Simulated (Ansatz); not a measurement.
`[NH2][GeH2][SiH2]Cl` + `[SH][GeH3]` → `Cl[SiH2][S][GeH3]` + `[NH2][GeH3]`  (cleavage of the Si–Ge bond)

Computed with Ansatz on PBE0-D4/def2-TZVP structures; ΔE is electronic, products minus reactants. CCSD(T)/CBS is the MP2 limit (def2-TZVPP, def2-QZVPP) plus CCSD(T) − MP2 in def2-TZVPP, frozen cores. For Ge outer-core shells are correlated without core-valence functions, which leaves a few kJ/mol of doubt a bond. Scalar relativity is left out up to krypton. Each species was taken in one conformer, which may not be the lowest.

`[NH2][GeH2][SiH2]Cl`:

Z-matrix (Å, degrees):
```
Ge
Si 1 2.383
N 1 1.845 2 107.4
H 1 1.537 2 111.4 3 -116.3
H 1 1.553 2 109.0 3 124.3
Cl 2 2.060 1 110.2 3 65.8
H 2 1.485 1 111.1 3 -174.5
H 2 1.486 1 110.9 3 -53.4
H 3 1.011 1 114.0 2 64.8
H 3 1.011 1 113.6 2 -170.5
```

`[SH][GeH3]`:

```xyz
6

S    -1.215    0.257    1.193
Ge    0.513    0.086   -0.197
H    -2.018   -0.535    0.464
H     0.138    0.623   -1.587
H     0.969   -1.377   -0.309
H     1.612    0.947    0.436
```

`Cl[SiH2][S][GeH3]`:

Z-matrix (Å, degrees):
```
Si
S 1 2.119
Cl 1 2.048 2 108.1
H 1 1.483 2 110.9 3 -118.8
H 1 1.481 2 111.6 3 118.4
Ge 2 2.233 1 95.3 3 166.7
H 6 1.534 2 109.6 1 -86.7
H 6 1.538 2 108.7 1 33.7
H 6 1.531 2 106.1 1 153.0
```

`[NH2][GeH3]`:

Cartesian coordinates in Å:
```
N -0.733 0.798 -0.418
Ge 0.376 -0.420 0.408
H -0.239 1.498 -0.955
H -1.424 0.372 -1.021
H -0.526 -1.369 1.211
H 1.245 -1.258 -0.561
H 1.302 0.379 1.337
```

```
          level  ΔE (kJ/mol)
  HF/def2-TZVPP        -56.2
CCSD/def2-TZVPP        -53.1
```

What does CCSD(T)/CBS give? (An estimate is asked.)

Ansatz gave: -57.5 kJ/mol. The listed levels differ from it by 1.3, 4.4 kJ/mol.

Largest T1 diagnostic among the species: 0.011.

From PBE to PBE0 (25 % exact exchange), in def2-TZVPP and without D4, ΔE moves by −4.0 kJ/mol. The D4 term adds −3.7 kJ/mol with B3LYP and −1.7 kJ/mol with PBE0; it sums over pairs of atoms, weighted by their polarisabilities, and B3LYP, whose exchange is more repulsive, gets the larger term.

B3LYP here is the variant with VWN-RPA as its local correlation; programs differ in this.
